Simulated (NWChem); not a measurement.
Species: CH$_{4}$Cl$_{2}$OSi; SMILES CO[SiH](Cl)Cl

```xyz
9

Si    -0.0641    -0.1416     0.4696
Cl     1.7807     0.6300    -0.0690
Cl    -0.2190    -2.0884    -0.1614
O     -1.2723     0.6842    -0.2574
C     -1.4724     2.0984    -0.2059
H     -0.1366    -0.1099     1.9424
H     -2.3795     2.3179    -0.7730
H     -1.6056     2.4427     0.8269
H     -0.6273     2.6282    -0.6587
```
Atoms are numbered in this order, from 1.

Level: B3LYP/6-31G* (spherical d) (NWChem), optimised geometry, unscaled harmonic frequencies. 

```
frequency (cm⁻¹)  IR intensity (km/mol)
----------------  ---------------------
56                                  3.4
99                                  0.0
131                                 3.0
175                                 2.8
282                                10.4
306                                15.0
508                                61.1
591                               154.5
779                                25.7
828                               186.8
863                               208.6
1134                              313.1
1189                                0.8
1218                               67.5
1512                                3.8
1528                                5.6
1533                                6.1
2314                              112.5
3045                               50.3
3114                               28.0
3153                               21.8
```

```yaml
zero_point_energy: 34.8 kcal/mol
thermal correction to the enthalpy at 298.15 K (with zero-point energy): 39.9 kcal/mol
heat capacity Cv: 22.0 cal/(mol K)
entropy at 298.15 K and 1 atm (symmetry number 1): 86.9 cal/(mol K)
dipole_moment: 2.77 D
```

Rigid rotor and harmonic oscillator; modes under 100 cm⁻¹ make the entropy uncertain.
